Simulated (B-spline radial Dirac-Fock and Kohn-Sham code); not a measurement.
Tm⁶⁺: L2-M45M45 lines in intermediate coupling

System: the Tm⁶⁺ ion, configuration [Kr] 4d10 4f11 5s2 5p4.

Calculated with an atomic code on a B-spline grid, using Dirac-Fock energy differences between relaxed states, corrected for Breit and QED terms. The two-hole levels come from diagonalising the Coulomb interaction among the jj configurations; intensities are independent-particle Coulomb rates. Kinetic energies are from the vacuum level. Electron correlation is not included. Open outer shells are spectators and are not coupled to the holes.

```csv
kinetic energy (eV),J,leading jj holes (weight),leading LS term (weight),intensity (%)
6399.9,0,M4M4 (0.98),¹S0 (0.56),2.2
6421.9,2,M4M4 (0.99),³F2 (0.56),16.8
6457.3,4,M4M5 (0.99),¹G4 (0.88),68.2
6458.7,1,M4M5 (1.00),³P1 (1.00),1.1
6462.8,2,M4M5 (0.98),³P2 (0.52),1.3
6471.2,3,M4M5 (1.00),³F3 (1.00),8.4
6489.1,0,M5M5 (0.98),³P0 (0.56),0.1
6505.8,2,M5M5 (1.00),¹D2 (0.50),1.6
6513.7,4,M5M5 (0.99),³F4 (0.88),0.2
```

The strongest line, by its leading LS label ¹G4, lies at 6457.3 eV. The mean weight of the leading component is 0.99 in jj and 0.72 in LS coupling, so jj labels describe these levels better.

Run: 67 s of CPU time on 1 thread of Neoverse-N1 (shared host), peak memory 0.51 GiB.
